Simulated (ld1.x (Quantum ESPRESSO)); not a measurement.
## How hard is this manganese TM potential?

ld1.x (Quantum ESPRESSO) 7.5 input, shortened:

```
&input
   title='Mn', zed=25., rel=1, dft='PW91', iswitch=3,
   config='[Ar] 3d5 4s2 4p0'
 /
 &inputp
   pseudotype=2, tm=.true., lloc=2,
   nlcc=.false.
 /
3
3S  1  0   2.00   0.00  0.75  0.75  0.0
3P  2  1   6.00   0.00  1.45  1.45  0.0
3D  3  2   5.00   0.00  1.00  1.00  0.0
 &test
   configts(1)='3s2 3p6 3d5 4s2 4p0'
 /
```

Occupied shells without a wave of their own: 4s. They enter only through the test configuration that unscreens the potential.

The pseudo-atom Hamiltonian at the reference potential is diagonalised in spherical Bessel functions j_l(qr) that vanish at 20 bohr, with q² up to the cutoff. All-electron valence levels (Ry): 3s -6.3120, 4s -0.3792, 3p -4.0158, 4p -0.1042, 3d -0.5030.

Q: How do the lowest levels (Ry) of each channel move with the cutoff, and are there ghosts?

A:

| cutoff (Ry) | s #1 | s #2 | p #1 | p #2 | p #3 | d #1 | f #1 | Σ f·Δε (mRy) |
| --- | --- | --- | --- | --- | --- | --- | --- | --- |
| 8 | -5.5400 | -0.3133 | -1.6218 | -0.0279 | 0.0772 | 0.0549 | 0.1155 | 18855.6 |
| 25 | -5.8671 | -0.3699 | -3.6720 | -0.0900 | 0.0558 | 0.0505 | 0.1155 | 5764.8 |
| 50 | -6.1766 | -0.3800 | -4.0095 | -0.1038 | 0.0526 | 0.0057 | 0.1155 | 2877.0 |
| 100 | -6.2927 | -0.3829 | -4.0156 | -0.1043 | 0.0524 | -0.3647 | 0.1155 | 750.1 |
| 180 | -6.3084 | -0.3919 | -4.0158 | -0.1043 | 0.0524 | -0.5019 | 0.1155 | 13.7 |
| 400 | -6.3121 | -0.3926 | -4.0158 | -0.1043 | 0.0524 | -0.5029 | 0.1155 | 0.0 |

Result: no extra level below or beside the all-electron valence levels (s, p, d, f tested); 10 mRy is reached at 200 Ry and 1 mRy at over 300 Ry.

Its largest configuration-test error is -1058 meV.
